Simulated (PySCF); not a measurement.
## Ionisation energy of Xe(13+) by level of theory

Xe(13+) [Kr] 4d5 (6S) → Xe(14+) [Kr] 4d4 (5D), as a difference of total energies. Calculation: PySCF 2.14, in an uncontracted even-tempered set (21 s from 0.46 bohr⁻², ratio 2.5; 15 p from 0.59 bohr⁻², ratio 2.5; 10 d from 0.59 bohr⁻², ratio 2.5; 4 f from 3.5 bohr⁻², ratio 2.7; 4 g from 5.2 bohr⁻², ratio 2.7); scalar relativity by spin-free X2C-1e. Correlated levels: outer shells: [Ar] 3d10 frozen; virtual orbitals above 40 to 60 times the deepest correlated orbital energy dropped. The calculations carry no spin-orbit coupling.

```tsv
method	ionisation energy (eV)
UHF	316.46
LDA	316.99
PBE	316.85
PBE0	317.16
r2SCAN	317.49
MP2 (outer shells)	317.26
SCS-MP2 (outer shells)	316.94
```

Task: How much does correlation contribute at MP2 (outer shells)?

Result: 317.26 − (316.46) = 0.80 eV, measured against UHF.

A first-order spin-orbit estimate (lowest level to lowest level, LS coupling) adds -1.464 eV.

Breit and QED terms and the two-electron picture change are absent.

For comparison: 314 ± 3 eV (theoretical estimate listed by NIST; NIST Atomic Spectra Database, ionization energies).
